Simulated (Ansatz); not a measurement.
C4H12F2In2O2 (`C[O+]1[In@-]([CH3])([F])[O+](C)[In@-]1([CH3])[F]`), 22 atoms. Total charge 0; spin multiplicity 1. Correlated methods include outer-core shells of In, which these sets cover unevenly. In: def2 effective core potential. All runs use 4 threads of an AMD EPYC 7R13 on a shared host and a share of an NVIDIA H100 80 GB. Correlated methods freeze the cores.

Give the basis size and wall time and peak host memory of each of these runs in Ansatz. RHF-CCSD(T)/def2-SVP energy; RHF-MP2/def2-QZVPP energy; RKS revPBE-D4/def2-TZVPP energy; RKS BLYP-D4/def2-TZVPP energy; RKS r2SCAN-D4/def2-TZVPP energy and forces; RKS PBE0-D4/def2-TZVP relaxation (77 steps); RKS r2SCAN0-D4/def2-TZVPP energy; RHF-CCSD(T)/def2-TZVPP energy. (Estimate.)

Ansatz gave: Other jobs shared the machine, so times are rough.

```json
{"level": "RHF-CCSD(T)/def2-SVP", "job": "energy", "functions": "224", "wall time": "16 s", "peak host memory (GiB)": "0.8"}
{"level": "RKS revPBE-D4/def2-TZVPP", "job": "energy", "functions": "516", "wall time": "18 s", "peak host memory (GiB)": "1.1"}
{"level": "RKS r2SCAN-D4/def2-TZVPP", "job": "energy and forces", "functions": "516", "wall time": "22 s", "peak host memory (GiB)": "1.1"}
{"level": "RKS BLYP-D4/def2-TZVPP", "job": "energy", "functions": "516", "wall time": "22 s", "peak host memory (GiB)": "1.1"}
{"level": "RHF-MP2/def2-QZVPP", "job": "energy", "functions": "980", "wall time": "26 s", "peak host memory (GiB)": "1.7"}
{"level": "RKS r2SCAN0-D4/def2-TZVPP", "job": "energy", "functions": "516", "wall time": "28 s", "peak host memory (GiB)": "1.1"}
{"level": "RHF-CCSD(T)/def2-TZVPP", "job": "energy", "functions": "516", "wall time": "3.9 min", "peak host memory (GiB)": "2.7"}
{"level": "RKS PBE0-D4/def2-TZVP", "job": "relaxation (77 steps)", "functions": "420", "wall time": "7.1 min", "peak host memory (GiB)": "1.2"}
```
